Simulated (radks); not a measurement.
Te XXXVII, 16 electrons, occupied as [Ne] 3s2 3p4. Calculated with a radial shooting solver on a logarithmic mesh with Libxc functionals: scalar-relativistic Kohn-Sham, LDA (Slater exchange, VWN5 correlation), spin-polarised, spherical densities, finite nucleus; open shells are filled with parallel spins first (spin-orbit coupling, left out, can overturn this in heavy ions); Fermi nuclear charge, rms radius 4.7423 fm.

Radial electron density D(r) = 4 pi r^2 rho(r):

r (bohr)  D(r) (e/bohr)   spin D(r)
0.001198          2.487  -0.0000640
0.001499          3.648  -0.0000678
0.00186           5.240  -0.0000423
0.002309          7.457   0.0000599
0.002865          10.49    0.000346
0.003585          14.74     0.00109
0.004449          20.08     0.00277
0.005521          26.79     0.00649
0.006853          34.79      0.0145
0.008573          44.06      0.0319
0.01064           53.10      0.0664
0.01321           60.95       0.134
0.01652           66.18       0.266
0.0205            67.19       0.494
0.02545           64.31       0.869
0.03158           59.73        1.43
0.03951           57.53        2.17
0.04904           61.68        2.88
0.06086           71.50        3.22
0.07554           80.09        2.76
0.0945            77.32        1.38
0.1173            60.18      0.0999
0.1456            38.68       0.600
0.1807            27.19        3.75
0.226             27.80        7.76
0.2805            27.46        8.69
0.3482            18.40        5.90
0.4356            7.037        2.26
0.5406            1.494       0.483
0.6709           0.1531      0.0502
0.8327         0.006514     0.00218

D(r) has 3 maxima, at r = 0.0194, 0.0812, 0.253 bohr, and minima at 0.0386, 0.196 bohr, inside which lie 2.01, 10.52 electrons.
